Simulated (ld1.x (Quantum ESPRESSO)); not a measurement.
# Before and after: TM potential for Eu (Z = 63)

ld1.x (Quantum ESPRESSO) 7.5 input, shortened:

```
&input
   title='Eu', zed=63., rel=1, dft='PBE', iswitch=3,
   config='[Xe] 4f6 5d1 6s2 6p0'
 /
 &inputp
   pseudotype=2, tm=.true., lloc=-1, rcloc=1.95,
   nlcc=.false.
 /
4
5S  1  0   2.00   0.00  1.40  1.40  0.0
5P  2  1   6.00   0.00  1.90  1.90  0.0
5D  3  2   1.00   0.00  2.60  2.60  0.0
4F  4  3   6.00   0.00  1.45  1.45  0.0
 &test
   configts(1)='4f6 5s2 5p6 5d1 6s2 6p0'
 /
```

Occupied shells without a wave of their own: 6s. They enter only through the test configuration that unscreens the potential.

All-electron outer shells of the reference configuration (PBE, scalar-relativistic, ld1.x):

| shell | level (eV) | outermost node (bohr) | outermost maximum (bohr) |
| --- | --- | --- | --- |
| 4p | -265.34 | 0.30 | 0.55 |
| 4d | -141.58 | 0.27 | 0.57 |
| 5s | -48.22 | 0.67 | 1.21 |
| 5p | -26.63 | 0.72 | 1.38 |
| 4f | -8.36 | – | 0.59 |
| 6s | -4.06 | 1.63 | 3.43 |
| 5d | -2.64 | 0.81 | 1.98 |
| 6p | -1.33 | 1.96 | 4.63 |

Change: core [Kr] 4d10 4f7, valence charge 10; reference 5s2 5p6 5d0 6s1.5 6p0.5; waves now 5s (bound): rc 2.25 bohr; 5p (bound): rc 2.60 bohr; 5d (bound): rc 2.10 bohr; local potential all-electron potential smoothed inside 1.90 bohr (lloc = -2).

Cutoffs: the cutoffs (Ry, on a coarse ladder) from which the occupation-weighted sum of valence levels, in a spherical-Bessel basis at the reference potential, stays within 10 and 1 mRy of its value at 400 Ry; they do not see the model core or the augmentation charge, which bear on the density cutoff. Errors are all-electron minus pseudo energies relative to the spin-unpolarised reference configuration.

Task: What does the change do?

Result: The potential gets softer (180 Ry and 300 Ry → 18 Ry and 35 Ry); the range in which the s phases agree narrows (upper end at the end of the scan → -0.2); neither file shows a bound ghost. The shells moved into the core no longer need plane waves of their own. Several settings change at once here, so the effects cannot be laid on one of them.

```csv
quantity,base,changed
"cutoff, loose",180 Ry,18 Ry
"cutoff, tight",300 Ry,35 Ry
bound ghosts,none,none
"largest miss of a reference level, eV",0.02,0.09
"largest error over its own tests, meV",-113,-706
s: phases at 2.86 bohr within 0.05 rad from the reference energy up to (Ry; the scan ends near 5),to the end of the scan,-0.2
p: phases at 2.86 bohr within 0.05 rad from the reference energy up to (Ry; the scan ends near 5),0.9,0.8
d: phases at 2.86 bohr within 0.05 rad from the reference energy up to (Ry; the scan ends near 5),2.5,2.8
```

Changed file: The 6p, 6s levels have no wave, so the channel is fitted at the deeper level alone: the likely source of the large errors.
